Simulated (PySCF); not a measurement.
Compound: C5H10OSi.
SMILES with atom numbers: `[CH3:1][C:2]#[C:3][Si@@H:4]([OH:5])[CH2:6][CH3:7]` (hydrogens: H8, H9, H10 on C1; H11 on Si4; H12 on O5; H13, H14 on C6; H15, H16, H17 on C7)

The calculation used core-valence-separated Tamm–Dancoff BHandHLYP/aug-pcX-1 (pcseg-1 on H, def2-SVPD on Si) in PySCF, non-relativistic, gas phase, PBE0-D3(BJ)/def2-SVP geometry. No empirical shift is added; at this level the pattern usually sits a few eV under experiment.

Q: List the carbon K-edge absorption lines.

A: 
| E (eV) | f | core hole on | main final orbital | polarisation |
| --- | --- | --- | --- | --- |
| 282.87 | 0.0459 | C3 | LUMO+1 (31 %) | across the triple bond |
| 282.92 | 0.0492 | C3 | spread | across the triple bond |
| 283.29 | 0.0578 | C2 | LUMO+1 (38 %) | across the triple bond |
| 283.49 | 0.0586 | C2 | spread | across the triple bond |
| 285.23 | 0.0106 | C6 | LUMO+2 (74 %) | – |
| 285.36 | 0.0061 | C7 | LUMO+2 (55 %) | – |
| 285.49 | 0.0016 | C3 | LUMO (72 %) | mixed |
| 285.61 | 0.0074 | C6 | LUMO+1 (67 %) | – |
| 285.79 | 0.0249 | C6 | spread | – |
| 285.97 | 0.0128 | C3 | LUMO+1 (54 %) | across the triple bond |
| 285.99 | 0.0036 | C1 | LUMO (79 %) | – |
| 286.12 | 0.0359 | C7 | spread (2 roots, f summed) | – |
| 286.18 | 0.0009 | C2 | LUMO (81 %) | – |
| 286.25 | 0.0120 | C1 | LUMO+1 (45 %) | – |
| 286.29 | 0.0139 | C6 | LUMO+3 (31 %) | – |
| 286.37 | 0.0116 | C6 | spread | – |
| 286.38 | 0.0162 | C1 | LUMO+4 (34 %) | – |
| 286.49 | 0.0152 | C7 | spread | – |
| 286.52 | 0.0014 | C3 | LUMO+2 (43 %) | mixed |
| 286.55 | 0.0052 | C3 | spread | across the triple bond |
| 286.56 | 0.0048 | C7 | LUMO+3 (34 %) | – |
| 286.74 | 0.0014 | C6 | LUMO (56 %) | – |

The first line with a tenth or more of the strongest one's intensity is at 282.87 eV (f = 0.046), with the hole on C3 (alkyne carbon), polarised across the triple bond: a 1s→π* resonance. The strongest listed is at 283.49 eV (f = 0.059; C2).

Q: Give energies, oscillator strengths and core holes at the O K edge.

A: 
| E (eV) | f | core hole on | main final orbital |
| --- | --- | --- | --- |
| 531.71 | 0.0166 | O5 | LUMO+1 (59 %) |
| 533.37 | 0.0258 | O5 | spread |
| 533.79 | 0.0059 | O5 | LUMO+2 (51 %) |
| 534.29 | 0.0095 | O5 | LUMO (37 %) |
| 534.63 | 0.0076 | O5 | LUMO (30 %) |
| 534.75 | 0.0018 | O5 | LUMO+3 (52 %) |
| 534.94 | 0.0003 | O5 | spread |

The first line with a tenth or more of the strongest one's intensity is at 531.71 eV (f = 0.017), with the hole on O5 (silanol oxygen). The strongest listed is at 533.37 eV (f = 0.026; O5).

Roots within 0.03 eV whose holes lie on the same, on equivalent or on shared atoms are summed into one line, and the highest roots are left out, as the search may have cut off their partners. Final orbitals are the ground state's empty Kohn–Sham orbitals. A dash: too weak, shared between unlike atoms, or no plane or axis to refer to.

Q: What are the wavelength and the wavenumber of the 286.38 eV line?

A: λ = 12398.42 eV Å/286.38 eV = 43.294 Å; 2.3098 × 10⁶ cm⁻¹.

The ionisation thresholds weren't computed; near and above them a finite basis only mimics Rydberg series and continuum.

Conformer computed: `[CH3:1][C:2]#[C:3][Si@@H:4]([OH:5])[CH2:6][CH3:7]`: C3–Si4–C6–C7 -59°, H–O5–Si4–C3 -45°.

One conformer stands for the species.
